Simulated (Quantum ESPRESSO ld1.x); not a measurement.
Values are calculated unless marked as measured or tabulated.
Task: Radial electron density D(r) = 4 pi r^2 rho(r) of an atom or ion with 1 electrons. Level of theory: scalar-relativistic Kohn-Sham, LDA (Slater exchange, VWN5 correlation), spin-unpolarised, spherical densities, point nucleus (ld1.x of Quantum ESPRESSO 7.5).

r (bohr)  D(r) (e/bohr)
0.09367         0.02496
0.109           0.03280
0.1269          0.04289
0.149           0.05651
0.1734          0.07293
0.2035          0.09456
0.2369           0.1199
0.2758           0.1503
0.3237           0.1882
0.3768           0.2294
0.4422           0.2775
0.5148           0.3259
0.5993           0.3741
0.7033           0.4206
0.8187           0.4559
0.9608           0.4782
1.119            0.4806
1.302            0.4618
1.528            0.4189
1.779            0.3595
2.088            0.2844
2.43             0.2101
2.829            0.1417
3.32            0.08363
3.865           0.04473
4.536           0.01989
5.28           0.007801
6.147          0.002541

What is the nuclear charge?

Result: Z = 1. The innermost maximum, from 1s, lies near gamma/Z bohr with gamma = sqrt(1 - (Z/c)^2) = 1.000, here 1 bohr (found: 1.06), and its height grows with Z. The density is that of neutral hydrogen in 1s1; the configuration itself is not fixed sharply by these data. D(r) has 1 maximum, at r = 1.06 bohr.
